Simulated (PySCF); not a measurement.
# Radial density of Nb (niobium, neutral)

B3LYP, [Kr] 4d4 5s1, high-spin 6D determinant. All numbers are calculated (PySCF 2.14, scalar relativity through the core potential, in cc-pVDZ-PP with ECP28MDF (4s4p3d1f, 38 functions)). This is the valence pseudo-density: the core potential removes the inner electrons and smooths the orbitals near the nucleus.

```csv
r (bohr),4πr²ρ (e/bohr),4πr²(ρα − ρβ)
0.0504,2.403e-05,0.0000
0.0847,8.184e-05,0.0000
0.143,0.0005047,0.0001
0.240,0.006723,0.0015
0.403,0.1752,0.0294
0.678,3.437,0.3944
1.14,9.770,1.6301
1.92,3.873,1.8810
3.23,0.9647,0.9191
5.43,0.1596,0.1595
9.13,0.004078,0.0041
```

Energies and moments cover only the electrons outside the core potential.
